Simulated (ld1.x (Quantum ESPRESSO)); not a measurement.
# Logarithmic derivatives: O, TM

O (Z = 8), norm-conserving Troullier–Martins (Kleinman–Bylander form), made with ld1.x (Quantum ESPRESSO) 7.5 (PBE, scalar-relativistic). Core [He], reference 2s2 2p4. Waves: 2s (bound): rc 0.65 bohr; 2p (bound): rc 1.30 bohr; 3d channel at 0.5 Ry: rc 1.18 bohr. Local part: all-electron potential smoothed inside 0.70 bohr (lloc = -1). Core correction: none.

The phase is arctan(r·u′/u) with u = r·R(r), unwrapped; energies in Ry, scanned from -4 to 5 Ry. A pole is an energy at which the radial function vanishes at the test radius. The pseudo phase is shifted by a multiple of π to meet the all-electron one at the reference energy, and phase errors are pseudo minus all-electron; the curves can meet again beyond the range given. Levels narrower than the energy grid can be missing from the lists of poles.

```
channel  radius (bohr)  reference energy (Ry)  poles, all-electron  poles, pseudo  unbroken range about the reference energy with phases within 0.05 rad  phase error 1 Ry above the reference energy (rad)
      s           1.40                  -1.76                 0.72           0.70                                                        the whole range                                             -0.000
      p           1.40                  -0.66                 1.41           1.44                                                        the whole range                                             +0.002
      d           1.40                   0.50                 none           none                                                        the whole range                                             +0.000
```

Phases in the p channel:

```csv
E (Ry),all-electron,pseudo
-4.00,1.145,1.145
-3.76,1.123,1.124
-3.52,1.098,1.099
-3.28,1.069,1.070
-3.04,1.034,1.035
-2.80,0.992,0.993
-2.56,0.938,0.940
-2.32,0.870,0.872
-2.08,0.780,0.782
-1.84,0.659,0.661
-1.60,0.490,0.492
-1.36,0.255,0.257
-1.12,-0.052,-0.051
-0.88,-0.396,-0.395
-0.64,-0.707,-0.707
-0.40,-0.947,-0.947
-0.16,-1.121,-1.120
0.08,-1.246,-1.245
0.32,-1.339,-1.337
0.56,-1.410,-1.408
0.80,-1.467,-1.465
1.04,-1.513,-1.510
1.28,-1.552,-1.549
1.52,-1.585,-1.582
1.76,-1.615,-1.611
2.00,-1.642,-1.637
2.24,-1.666,-1.660
2.48,-1.689,-1.682
2.72,-1.710,-1.703
2.96,-1.731,-1.723
3.20,-1.752,-1.742
3.44,-1.772,-1.761
3.68,-1.792,-1.780
3.92,-1.813,-1.799
4.16,-1.835,-1.819
4.40,-1.858,-1.839
4.64,-1.882,-1.861
4.88,-1.908,-1.883
```
